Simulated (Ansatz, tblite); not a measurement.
# Redistribution: C3H8 + CH2I2 → C3H7I + CH3I

Species: C3H8 (propane) `CCC`, singlet; CH2I2 (diiodomethane) `ICI`, singlet; C3H7I (1-iodopropane) `CCCI`, singlet; CH3I (methyl iodide) `CI`, singlet. The partners trade H for I; both sit on C, so the bond types are kept.

Shapes, held fixed at every level: PBE0-D4/def2-TZVP. Flexible molecules stand in one conformer, not always the lowest. Programs: Ansatz 0.2.0, tblite 0.8.0. Electronic energies: no zero-point or thermal term.

```tsv
level	kind	ΔE (kJ/mol)	less CCSD(T)/def2-TZVPP	CPU time (sum over the molecules)
GFN2-xTB	semi-empirical	-30.8	-7.5	1.1 s
r2SCAN-D4/def2-TZVPP	meta-GGA	-23.1	+0.2	33 s
B3LYP-D4/def2-TZVPP	global hybrid	-20.9	+2.4	33 s
PBE0-D4/def2-TZVPP	global hybrid	-22.4	+0.9	20 s
wB97M-V/def2-TZVPP	range-separated hybrid	-22.9	+0.4	76 s
MP2/def2-TZVPP	perturbation theory	-21.2	+2.1	–
CCSD/def2-TZVPP	coupled cluster or CI	-23.5	-0.2	–
CCSD(T)/def2-TZVPP	coupled cluster or CI	-23.3	0.0	9.2 min
```

The highest level, CCSD(T)/def2-TZVPP, gives ΔE = -23.3 kJ/mol; the levels span -30.8 to -20.9. The column of differences is taken from that level and isn't an error. No measured value is set beside it here. For atoms past krypton def2 sets carry core potentials with scalar relativity. Correlated rows may include outer-core shells of I, which these sets cover unevenly. Times are processor times on shared x86 and Arm servers, and rough.
